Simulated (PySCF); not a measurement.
# GeH₂ + 3 Cl₂ → GeCl₄ + 2 HCl

Level: PBE0 in the def2-TZVP basis family, all electrons, no relativity, computed in PySCF with density fitting; open shells unrestricted.

```csv
species,state and structure,ZPE (kJ/mol),H(298 K) − H(0) (kJ/mol),S° (J/(mol K))
GeH₂,"singlet, C2v, Ge–H 1.594 Å (×2); H–Ge–H 90.6°",28.7,10.0,220.6
Cl₂,"singlet, D∞h, Cl–Cl 1.982 Å",3.5,9.1,222.5
GeCl₄,"singlet, Td, Ge–Cl 2.117 Å (×4)",15.2,21.2,348.6
HCl,"singlet, C∞v, H–Cl 1.279 Å",17.9,8.7,186.6
```

(1) Is the gas-phase reaction uphill or downhill in electronic energy at this level, and by how much?

(2) Add zero-point, thermal and entropy terms for 298.15 K and 1 bar.

Answers

(1) At PBE0/def2-TZVP, ΔE = -944.9 kJ/mol, downhill. 

(2) ΔZPE = 11.8 and Δ[H(298) − H(0)] = 1.3 kJ/mol give ΔH° = -931.8 kJ/mol. ΔS° = -166.3 J/(mol K), so ΔG° = -931.8 − 298.15 × (-0.1663) = -882 kJ/mol.

Each species is the lowest minimum found with this bonding; other isomers or fragments can lie lower.
